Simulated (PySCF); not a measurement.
# Radial density of Cr⁹⁺ (chromium, charge +9)

r2SCAN0, [Ne] 3s2 3p3, high-spin 4S determinant. Calculation: PySCF 2.14, in an uncontracted even-tempered set (17 s from 0.49 bohr⁻², ratio 2.5; 11 p from 0.64 bohr⁻², ratio 2.5; 5 d from 3.8 bohr⁻², ratio 2.7; 4 f from 5.7 bohr⁻², ratio 2.7); the non-relativistic Hamiltonian (point nucleus).

```
r (bohr)  4πr²ρ (e/bohr)  4πr²(ρα − ρβ)
 0.00120          0.1597         0.0000
 0.00202          0.4344         0.0000
 0.00339           1.151         0.0001
 0.00571           2.913         0.0003
 0.00960           6.840         0.0012
  0.0162           14.15         0.0058
  0.0272           23.74         0.0308
  0.0457           28.61         0.1526
  0.0769           23.46         0.5793
   0.129           23.93         1.3104
   0.217           30.91         0.9157
   0.366           14.51         0.1125
   0.615           7.870         3.9842
    1.03           4.398         2.6146
    1.74          0.1430         0.0899
    2.93       0.0001572         0.0001
```
